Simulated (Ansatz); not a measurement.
Stepwise reaction of `F[SiH2]O[SiH2]F` with hydrogen chloride, as a gas-phase model of exchange steps in deposition or etching. ΔE in kJ/mol; ΔG adds harmonic PBE0-D4 terms to CCSD(T)/CBS, at 1 bar.

Program: Ansatz. Geometries: PBE0-D4/def2-TZVP. ΔE: electronic, gas phase. CCSD(T)/CBS adds triple-zeta CCSD(T) − MP2 to the extrapolated MP2 energy (def2 sets, frozen cores). This one scheme is used for every species. DFT in def2-TZVPP. B3LYP here is the variant with VWN-RPA as its local correlation; programs differ in this. Each species was taken in one conformer, which may not be the lowest.

```csv
step,reaction,PBE-D4,B3LYP-D4,ωB97M-V,CCSD(T)/CBS,ΔG(600 K)
1,`F[SiH2]O[SiH2]F` + HCl → `F[SiH2]O[SiH2]Cl` + H–F,36.6,46.7,45.2,43.2,46.9
```

Q: Give the row of step 2, `F[SiH2]O[SiH2]Cl` + HCl → `Cl[SiH2]O[SiH2]Cl` + H–F. (An estimate is asked.)

A: Computed: 
```json
{"step": "2", "reaction": "`F[SiH2]O[SiH2]Cl` + HCl → `Cl[SiH2]O[SiH2]Cl` + H–F", "PBE-D4": "36.7", "B3LYP-D4": "46.5", "ωB97M-V": "45.1", "CCSD(T)/CBS": "43.0", "ΔG(600 K)": "52.0"}
```

Q: By hand: ΔE of the 2 steps together at CCSD(T)/CBS.

A: (43.2) + (43.0) = 86.2 kJ/mol, or 43.1 kJ/mol a step.

In ΔE the steps differ by no more than 0.2 kJ/mol. All are uphill at CCSD(T)/CBS. ΔG lies between 46.9 and 52.0 kJ/mol a step. PBE-D4 differs from CCSD(T)/CBS by -6.6 to -6.3 kJ/mol a step. Isolated molecules leave out the surface, adducts and barriers. Largest T1 diagnostic: 0.012.
